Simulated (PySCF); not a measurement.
**GdAs: frontier orbitals**

PBE0 at R = 2.560 Å; basis Gd ANO-RCC-VDZP, As ANO-RCC-VDZP; spin-free X2C with a Gaussian nucleus; PySCF 2.14. State: decet, about 7.0 electrons in the 4f shell (Mulliken). Only the outer orbitals are listed, counted within each symmetry.

| spin | orbital | occ. | ε (eV) | on Gd (%) | main shells (%) |
| --- | --- | --- | --- | --- | --- |
| α | 11π | 1 | -6.01 | 26 | 73 As p, 23 Gd d |
| α | 20σ | 1 | -5.92 | 36 | 61 As p, 24 Gd s, 11 Gd d |
| α | 11π | 1 | -5.25 | 37 | 62 As p, 33 Gd d |
| α | 21σ | 1 | -4.82 | 94 | 56 Gd s, 35 Gd d |
| α | 5δ | 0 | -2.12 | 99 | 96 Gd d |
| α | 5δ | 0 | -2.11 | 100 | 100 Gd d |
| α | 12π | 0 | -1.73 | 91 | 53 Gd d, 38 Gd p, 9 As p |
| β | 19σ | 1 | -5.27 | 30 | 67 As p, 19 Gd s, 9 Gd d |
| β | 10π | 1 | -4.96 | 24 | 76 As p, 20 Gd d |
| β | 10π | 0 | -2.89 | 28 | 71 As p, 24 Gd d |
| β | 20σ | 0 | -2.37 | 93 | 70 Gd s, 14 Gd d |
| β | 4δ | 0 | -0.76 | 100 | 99 Gd d |

Task: Which are the highest filled and the lowest empty level, where do they sit, and how wide is the gap?

Result: Highest filled α 21σ at -4.82 eV (in %: 56 Gd s, 35 Gd d); lowest empty β 10π at -2.89 eV (in %: 71 As p, 24 Gd d); the gap at PBE0 is 1.93 eV.

- bond order (Mayer): 2.23
- ⟨S²⟩: 24.780
- charge on Gd (Mulliken, basis-dependent): 0.41
- charge on Gd (Löwdin, basis-dependent): 0.17
- dipole moment (positive dipole means Gd(−)As(+)): -6.08 D
- polarisability along the bond: 180.7 bohr³
- polarisability across the bond: 129.6 bohr³

Spin–orbit coupling is left out. The state is the lowest single determinant that the PBE0 search found; with open d or f shells the true ground state can be another one.
